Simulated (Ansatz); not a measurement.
A run for Ansatz (a first-principles code): R-B3LYP-D3(BJ)/def2-TZVP on C2H3ClO (a complex).

Ansatz 0.2 input:
```yaml
crystal:
  periodic: [false, false, false]
  atoms:
    - {symbol: C, position_ang: [0.20653103, 0.38848383, 0.37261111]}
    - {symbol: O, position_ang: [-0.39695574, -0.20508375, -0.38433870]}
    - {symbol: C, position_ang: [1.12812080, 0.37168266, 3.39737697]}
    - {symbol: Cl, position_ang: [0.13769900, -0.84919605, 2.56945253]}
    - {symbol: H, position_ang: [0.56877377, 0.74082332, 4.25110141]}
    - {symbol: H, position_ang: [2.05126619, -0.10078597, 3.71751732]}
    - {symbol: H, position_ang: [1.32488129, 1.16724224, 2.68522216]}
basis:
  gaussian:
    orbitals: def2-TZVP
hamiltonian:
  xc: b3lyp
  dispersion: d3bj
relax: {f_tol: 0.004, max_steps: 120}
scf: {lower_state_search: off}
```

Output:

```
WARN ansatz: RAYON_NUM_THREADS=1 ignored (pool sized by the plan → 1); use --threads N
Functional definition: B3LYP
these checks for a lower state are left out or cut short: stability, starts, cluster_reference, orbital_swaps, neighbouring_geometries, increment
integrals: 0.05 GiB planned
906 factors; their error is unknown
mean field: 0.52 GiB planned
mean field evaluation 1: about -16688.5604 eV, gradient 5.5e1 eV
mean field evaluation 2: about -16680.0395 eV, gradient 8.6e1 eV
mean field evaluation 4: about -16694.3088 eV, gradient 5.6e0 eV
mean field evaluation 8: about -16694.3723 eV, gradient 5.7e-2 eV
mean field evaluation 16: about -16694.4015 eV, gradient 2.5e-3 eV
mean field -16694.40152729 eV, -613.5079402562 hartree, gradient 5.5e-6 eV, S^2 0.000000; 0 other end points of the search recorded, 0 dependent functions left out
the calculation of the forces begins
reference -16694.40176687 eV, -613.5079490604 hartree; 20, 20 occupied and 128, 128 virtual orbitals, 906 factors
relax step   1: F+E_penalty+E_count = -16694.61748464 eV  Δ(F+E_penalty+E_count) = +0.000e0 eV  max|allowed force component| = 1.320e0 eV/Å  Δτ_max = 0.0000 Å  (16 SCF iters, accepted)
these checks for a lower state are left out or cut short: stability, starts, cluster_reference, orbital_swaps, neighbouring_geometries, increment
integrals: 0.05 GiB planned
906 factors; their error is unknown
mean field: 0.51 GiB planned
mean field -16694.64675626 eV, -613.5169522547 hartree, gradient 1.4e-6 eV, S^2 0.000000; 0 other end points of the search recorded, 0 dependent functions left out
the calculation of the forces begins
reference -16694.64699989 eV, -613.5169612079 hartree; 20, 20 occupied and 128, 128 virtual orbitals, 906 factors
relax step   2: F+E_penalty+E_count = -16694.85209205 eV  Δ(F+E_penalty+E_count) = -2.346e-1 eV  max|allowed force component| = 1.002e0 eV/Å  Δτ_max = 0.1947 Å  (26 SCF iters, accepted)
these checks for a lower state are left out or cut short: stability, starts, cluster_reference, orbital_swaps, neighbouring_geometries, increment
integrals: 0.05 GiB planned
906 factors; their error is unknown
mean field: 0.49 GiB planned
mean field evaluation 32: about -16694.7228 eV, gradient 5.4e-4 eV
mean field -16694.72280023 eV, -613.5197468188 hartree, gradient 1.6e-6 eV, S^2 0.000000; 0 other end points of the search recorded, 0 dependent functions left out
the calculation of the forces begins
reference -16694.72304930 eV, -613.5197559720 hartree; 20, 20 occupied and 128, 128 virtual orbitals, 906 factors
relax step   3: F+E_penalty+E_count = -16694.91230752 eV  Δ(F+E_penalty+E_count) = -6.022e-2 eV  max|allowed force component| = 7.419e-1 eV/Å  Δτ_max = 0.1935 Å  (21 SCF iters, accepted)
these checks for a lower state are left out or cut short: stability, starts, cluster_reference, orbital_swaps, neighbouring_geometries, increment
integrals: 0.05 GiB planned
906 factors; their error is unknown
mean field: 0.48 GiB planned
mean field -16694.74578935 eV, -613.5205916534 hartree, gradient 1.8e-6 eV, S^2 0.000000; 0 other end points of the search recorded, 0 dependent functions left out
the calculation of the forces begins
reference -16694.74604319 eV, -613.5206009821 hartree; 20, 20 occupied and 128, 128 virtual orbitals, 906 factors
relax step   4: F+E_penalty+E_count = -16694.92199906 eV  Δ(F+E_penalty+E_count) = -9.692e-3 eV  max|allowed force component| = 2.597e-1 eV/Å  Δτ_max = 0.1712 Å  (20 SCF iters, accepted)
these checks for a lower state are left out or cut short: stability, starts, cluster_reference, orbital_swaps, neighbouring_geometries, increment
integrals: 0.05 GiB planned
906 factors; their error is unknown
mean field: 0.48 GiB planned
mean field -16694.74542406 eV, -613.5205782294 hartree, gradient 1.3e-6 eV, S^2 0.000000; 0 other end points of the search recorded, 0 dependent functions left out
the calculation of the forces begins
reference -16694.74567718 eV, -613.5205875314 hartree; 20, 20 occupied and 128, 128 virtual orbitals, 906 factors
relax step   5: F+E_penalty+E_count = -16694.92336645 eV  Δ(F+E_penalty+E_count) = -1.367e-3 eV  max|allowed force component| = 1.933e-1 eV/Å  Δτ_max = 0.0273 Å  (22 SCF iters, accepted)
these checks for a lower state are left out or cut short: stability, starts, cluster_reference, orbital_swaps, neighbouring_geometries, increment
integrals: 0.05 GiB planned
906 factors; their error is unknown
mean field: 0.49 GiB planned
mean field -16694.7
[...]
8 virtual orbitals, 906 factors
relax step   7: F+E_penalty+E_count = -16694.92465453 eV  Δ(F+E_penalty+E_count) = -1.288e-3 eV  max|allowed force component| = 9.487e-2 eV/Å  Δτ_max = 0.0494 Å  (20 SCF iters, accepted)
these checks for a lower state are left out or cut short: stability, starts, cluster_reference, orbital_swaps, neighbouring_geometries, increment
integrals: 0.05 GiB planned
906 factors; their error is unknown
mean field: 0.49 GiB planned
mean field evaluation 64: about -16694.3168 eV, gradient 1.1e1 eV
mean field -16694.73054976 eV, -613.5200316088 hartree, gradient 1.4e-6 eV, S^2 0.000000; 0 other end points of the search recorded, 0 dependent functions left out
the calculation of the forces begins
reference -16694.73080015 eV, -613.5200408105 hartree; 20, 20 occupied and 128, 128 virtual orbitals, 906 factors
relax step   8: F+E_penalty+E_count = -16694.91405609 eV  Δ(F+E_penalty+E_count) = +1.060e-2 eV  max|allowed force component| = 1.085e0 eV/Å  Δτ_max = 0.0977 Å  (26 SCF iters, rejected (line search))
these checks for a lower state are left out or cut short: stability, starts, cluster_reference, orbital_swaps, neighbouring_geometries, increment
integrals: 0.05 GiB planned
906 factors; their error is unknown
mean field: 0.49 GiB planned
mean field -16694.74352372 eV, -613.5205083932 hartree, gradient 1.4e-6 eV, S^2 0.000000; 0 other end points of the search recorded, 0 dependent functions left out
the calculation of the forces begins
reference -16694.74377578 eV, -613.5205176562 hartree; 20, 20 occupied and 128, 128 virtual orbitals, 906 factors
relax step   9: F+E_penalty+E_count = -16694.92492545 eV  Δ(F+E_penalty+E_count) = -2.709e-4 eV  max|allowed force component| = 4.788e-3 eV/Å  Δτ_max = 0.0168 Å  (21 SCF iters, accepted)
these checks for a lower state are left out or cut short: stability, starts, cluster_reference, orbital_swaps, neighbouring_geometries, increment
integrals: 0.05 GiB planned
906 factors; their error is unknown
mean field: 0.49 GiB planned
mean field -16694.74323844 eV, -613.5204979092 hartree, gradient 1.4e-6 eV, S^2 0.000000; 0 other end points of the search recorded, 0 dependent functions left out
the calculation of the forces begins
reference -16694.74349038 eV, -613.5205071678 hartree; 20, 20 occupied and 128, 128 virtual orbitals, 906 factors
relax step  10: F+E_penalty+E_count = -16694.92494159 eV  Δ(F+E_penalty+E_count) = -1.614e-5 eV  max|allowed force component| = 1.116e-3 eV/Å  Δτ_max = 0.0047 Å  (22 SCF iters, accepted)
these checks for a lower state are left out or cut short: stability, starts, cluster_reference, orbital_swaps, neighbouring_geometries, increment
integrals: 0.05 GiB planned
906 factors; their error is unknown
mean field: 0.49 GiB planned
mean field -16694.74292037 eV, -613.5204862204 hartree, gradient 1.4e-6 eV, S^2 0.000000; 0 other end points of the search recorded, 0 dependent functions left out
the calculation of the forces begins
reference -16694.74317216 eV, -613.5204954735 hartree; 20, 20 occupied and 128, 128 virtual orbitals, 906 factors
relax step  11: F+E_penalty+E_count = -16694.92494321 eV  Δ(F+E_penalty+E_count) = -1.618e-6 eV  max|allowed force component| = 6.172e-3 eV/Å  Δτ_max = 0.0113 Å  (21 SCF iters, accepted)
these checks for a lower state are left out or cut short: stability, starts, cluster_reference, orbital_swaps, neighbouring_geometries, increment
integrals: 0.05 GiB planned
906 factors; their error is unknown
mean field: 0.49 GiB planned
mean field evaluation 96: about -16694.7422 eV, gradient 9.1e-5 eV
mean field -16694.74215869 eV, -613.5204582291 hartree, gradient 1.4e-6 eV, S^2 0.000000; 0 other end points of the search recorded, 0 dependent functions left out
the calculation of the forces begins
reference -16694.74241025 eV, -613.5204674739 hartree; 20, 20 occupied and 128, 128 virtual orbitals, 906 factors
relax step  12: F+E_penalty+E_count = -16694.92488939 eV  Δ(F+E_penalty+E_count) = +5.382e-5 eV  max|allowed force component| = 5.384e-2 eV/Å  Δτ_max = 0.0163 Å  (21 SCF iters, rejected (line search))
these checks for a lower state are left out or cut short: stability, starts, cluster_reference, orbital_swaps, neighbouring_geometries, increment
integrals: 0.05 GiB planned
906 factors; their error is unknown
mean field: 0.49 GiB planned
mean field -16694.74291040 eV, -613.5204858541 hartree, gradient 1.4e-6 eV, S^2 0.000000; 0 other end points of the search recorded, 0 dependent functions left out
the calculation of the forces begins
reference -16694.74316220 eV, -613.5204951076 hartree; 20, 20 occupied and 128, 128 virtual orbitals, 906 factors
relax step  13: F+E_penalty+E_count = -16694.92495232 eV  Δ(F+E_penalty+E_count) = -9.108e-6 eV  max|allowed force component| = 6.918e-3 eV/Å  Δτ_max = 0.0044 Å  (22 SCF iters, accepted)
these checks for a lower state are left out or cut short: stability, starts, cluster_reference, orbital_swaps, neighbouring_geometries, increment
integrals: 0.05 GiB planned
906 factors; their error is unknown
mean field: 0.49 GiB planned
mean field -16694.74288942 eV, -613.5204850832 hartree, gradient 1.4e-6 eV, S^2 0.000000; 0 other end points of the search recorded, 0 dependent functions left out
the calculation of the forces begins
reference -16694.74314122 eV, -613.5204943366 hartree; 20, 20 occupied and 128, 128 virtual orbitals, 906 factors
relax step  14: F+E_penalty+E_count = -16694.92495432 eV  Δ(F+E_penalty+E_count) = -2.002e-6 eV  max|allowed force component| = 2.334e-3 eV/Å  Δτ_max = 0.0025 Å  (23 SCF iters, accepted)
these checks for a lower state are left out or cut short: stability, starts, cluster_reference, orbital_swaps, neighbouring_geometries, increment
integrals: 0.05 GiB planned
906 factors; their error is unknown
mean field: 0.49 GiB planned
mean field -16694.74295682 eV, -613.5204875600 hartree, gradient 1.4e-6 eV, S^2 0.000000; 0 other end points of the search recorded, 0 dependent functions left out
the calculation of the forces begins
reference -16694.74320866 eV, -613.5204968148 hartree; 20, 20 occupied and 128, 128 virtual orbitals, 906 factors
relax step  15: F+E_penalty+E_count = -16694.92495759 eV  Δ(F+E_penalty+E_count) = -3.276e-6 eV  max|allowed force component| = 1.624e-3 eV/Å  Δτ_max = 0.0090 Å  (22 SCF iters, accepted)
these checks for a lower state are left out or cut short: stability, starts, cluster_reference, orbital_swaps, neighbouring_geometries, increment
integrals: 0.05 GiB planned
906 factors; their error is unknown
mean field: 0.49 GiB planned
mean field -16694.74297839 eV, -613.5204883525 hartree, gradient 1.4e-6 eV, S^2 0.000000; 0 other end points of the search recorded, 0 dependent functions left out
the calculation of the forces begins
reference -16694.74323023 eV, -613.5204976077 hartree; 20, 20 occupied and 128, 128 virtual orbitals, 906 factors
relax step  16: F+E_penalty+E_count = -16694.92495938 eV  Δ(F+E_penalty+E_count) = -1.788e-6 eV  max|allowed force component| = 2.166e-3 eV/Å  Δτ_max = 0.0058 Å  (22 SCF iters, accepted)
Total energy: -16694.92521123 eV, -613.5271852859 hartree
Atom 0 at     0.160911     0.534508     0.037669 Å, force     0.000942     0.001131     0.000819 eV/Å
Atom 1 at    -0.428349    -0.074656    -0.701535 Å, force    -0.000859    -0.000967    -0.000846 eV/Å
Atom 2 at     1.143109     0.335234     3.494855 Å, force     0.000614     0.000417     0.000536 eV/Å
Atom 3 at     0.160767    -1.095118     3.032670 Å, force     0.000242     0.000145     0.000470 eV/Å
Atom 4 at     0.630157     0.853887     4.299077 Å, force     0.001237    -0.001085    -0.001627 eV/Å
Atom 5 at     2.116898    -0.013878     3.824632 Å, force    -0.002166     0.000827    -0.000490 eV/Å
Atom 6 at     1.236823     0.973190     2.621574 Å, force    -0.000009    -0.000467     0.001138 eV/Å
Dipole moment:     0.208882     0.299236     0.107245 e Å
Checks for a lower state left out: stability, starts, cluster_reference, orbital_swaps, neighbouring_geometries, increment
```

The run converged.

Cost: very roughly 29 core-seconds.
